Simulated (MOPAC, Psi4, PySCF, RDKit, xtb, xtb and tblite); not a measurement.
Two geometries of C7H10, SMILES C#C/C=C\C(C)C, relaxed at GFN2-xTB with one dihedral held; other torsions can differ between them too.

Structure A

```
17

C      3.0912    -1.0865    -0.3260
C      2.3997    -0.1042    -0.3213
C      1.6085     1.0634    -0.3128
C      0.2844     1.0593    -0.1666
C     -0.5381    -0.1735     0.0593
C     -1.9377    -0.0048    -0.5278
C     -0.6229    -0.4533     1.5649
H      3.6925    -1.9460    -0.3316
H      2.1533     1.9905    -0.4427
H     -0.2517     1.9987    -0.1575
H     -0.0407    -1.0244    -0.4188
H     -1.8829     0.2000    -1.5951
H     -2.4563     0.8206    -0.0435
H     -2.5227    -0.9100    -0.3817
H     -1.2193    -1.3438     1.7501
H      0.3721    -0.6090     1.9752
H     -1.0846     0.3860     2.0815
```

Structure B

```
17

C      3.1559    -1.0463    -0.2908
C      2.4192    -0.0977    -0.3270
C      1.6000     1.0497    -0.3583
C      0.2850     1.0530    -0.1413
C     -0.5668    -0.1658     0.0741
C     -0.5004    -1.1005    -1.1387
C     -2.0107     0.2286     0.3726
H      3.7861    -1.8843    -0.2618
H      2.1289     1.9784    -0.5363
H     -0.2394     1.9988    -0.1731
H     -0.1655    -0.7173     0.9351
H      0.5236    -1.4106    -1.3246
H     -0.8776    -0.5948    -2.0258
H     -1.1076    -1.9857    -0.9624
H     -2.6147    -0.6552     0.5655
H     -2.0603     0.8743     1.2470
H     -2.4419     0.7587    -0.4747
```

Question: Which is lower in energy at the level PBE0-D3(BJ)/def2-SVP // GFN2-xTB in Psi4, and by how much?

Answer: A is lower, by 1.36 kcal/mol (dihedral C3–C4–C5–C6: -150° in A, -60° in B).

E(B) − E(A) in kcal/mol at the other levels, on the same two geometries: GFN2-xTB (xtb and tblite) 1.02; MMFF94 // GFN2-xTB (RDKit) 2.88; PBE0/def2-SVP // GFN2-xTB (Psi4) 1.48; PBE/def2-SVP // GFN2-xTB (Psi4) 1.42; PBE-D3(BJ)/def2-SVP // GFN2-xTB (Psi4) 1.28; UFF // GFN2-xTB (RDKit) 1.54; PM3, restricted, heats of formation // GFN2-xTB (MOPAC) 0.88; AM1, restricted, heats of formation // GFN2-xTB (MOPAC) 0.79; GFN1-xTB // GFN2-xTB (xtb) 0.86; restricted B3LYP/6-31G*, spherical d, density fitting // GFN2-xTB (PySCF) 1.59; restricted B3LYP/3-21G // GFN2-xTB (PySCF) 1.74; restricted Hartree-Fock/LANL2DZ // GFN2-xTB (PySCF) 2.13; restricted MP2 (frozen core)/6-31G*, spherical d // GFN2-xTB (PySCF) 1.58.
